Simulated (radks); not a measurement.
Species: Br+. Configuration: [Ar] 3d10 4s2 4p4 (the NIST ground configuration).

Calculated with a radial shooting solver on a logarithmic mesh with Libxc functionals: Dirac Kohn-Sham, LDA (Slater exchange, Perdew-Zunger correlation), spin-unpolarised, spherical densities, point nucleus; open shells fill j = l - 1/2 first.

Energy parts (hartree):
total: -2602.83870
kinetic: 2668.18079
electron-nucleus: -6276.75054
Hartree: 1094.24717
exchange-correlation: -88.51612

Orbitals (lengths in bohr, moments of r in powers of bohr; <r^-3> diverges for s and p1/2):
orbital  occ.  eigenvalue (hartree)       <r^4>     <r^-3>  small-component weight
1s1/2       2             -488.8596  0.00001567          -                1.61e-02
2s1/2       2             -63.97652    0.003116          -                3.17e-03
2p1/2       2             -57.70759    0.002140          -                3.17e-03
2p3/2       4             -55.96525    0.002315       1297                3.10e-03
3s1/2       2              -9.12141      0.1965          -                7.65e-04
3p1/2       2              -6.94116      0.2260          -                7.15e-04
3p3/2       4              -6.68956      0.2434      188.9                6.95e-04
3d3/2       4              -2.89250      0.4013      23.89                5.74e-04
3d5/2       6              -2.85251      0.4126      23.10                5.68e-04
4s1/2       2              -1.12156       14.65          -                1.21e-04
4p1/2       2              -0.66060       31.76          -                8.67e-05
4p3/2       2              -0.63915       34.30      16.15                8.37e-05
4d3/2       0              -0.13338       729.6     0.4785                2.15e-05
4d5/2       0              -0.13262       743.8     0.4635                2.13e-05
4f5/2       0              -0.03227      152900  0.0005788                1.02e-06
4f7/2       0              -0.03227      152900  0.0005787                1.02e-06
5s1/2       0              -0.20381       873.0          -                1.96e-05
5p1/2       0              -0.12308        2660          -                1.25e-05
5p3/2       0              -0.12063        2837      1.858                1.22e-05

The highest occupied level is 4p3/2 at -17.392 eV. Summed over all electrons, <r^2> = 31.34 bohr^2, which gives a Langevin (diamagnetic) susceptibility term of -24.8 x 10^-6 cm^3/mol.
